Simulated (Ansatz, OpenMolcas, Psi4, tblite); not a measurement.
**SnSe (SMILES [Se][Sn]): the vertical ionisation energy, rung by rung**

SnSe has 2 atoms, charge 0, and is taken as a singlet. As SMILES, `[Se][Sn]`. The shape is that of a PBE0-D4/def2-TZVP optimisation.

```jsonl
{"atom": "Se", "x (Å)": "0.0000", "y (Å)": "0.0000", "z (Å)": "0.0065"}
{"atom": "Sn", "x (Å)": "0.0000", "y (Å)": "0.0000", "z (Å)": "2.3318"}
```

Each level gives the vertical ionisation energy (to the doublet cation) (eV). The values are calculated.

```csv
level,kind,program,value (eV),less CCSD(T)/def2-TZVP,CPU time (all runs)
GFN2-xTB,semi-empirical,tblite,13.10,+3.97,under 2 s
HF/def2-TZVP (core potential),Hartree–Fock,Ansatz,7.81,-1.32,21 s
SVWN5/def2-TZVP (core potential),LDA,Psi4,9.46,+0.33,93 s
r2SCAN/def2-TZVP (core potential),meta-GGA,OpenMolcas,9.17,+0.04,77 s
BHLYP/def2-TZVP (core potential),global hybrid,Ansatz,8.85,-0.28,37 s
wB97X-V/def2-TZVP (core potential),range-separated hybrid,Psi4,9.40,+0.27,98 s
B2PLYP/def2-TZVP (core potential),double hybrid,Ansatz,9.13,0.00,53 s
MP3/def2-TZVP (core potential),perturbation theory,Psi4,9.35,+0.22,62 s
"OMP2/def2-TZVP (core potential, density fitting for correlation)",perturbation theory,Psi4,9.45,+0.32,8.6 min
CCSD(T)/def2-TZVP (core potential),coupled cluster or CI,Ansatz,9.13,0.00,73 s
```

Differences are taken from CCSD(T)/def2-TZVP (core potential) for orientation; it has basis-set and higher-order errors of its own. Spin-orbit coupling, which can split open shells on such heavy atoms by tenths of an eV, is left out. The values span 7.81 to 13.10 eV. The xTB values lack the empirical shift that such differences need. In the correlated wave-function rows the outer d shell of Se, Sn is correlated, in sets not made for it. CPU times are rough (shared hosts, several kinds of processor): they show what a rung costs within a factor of a few.
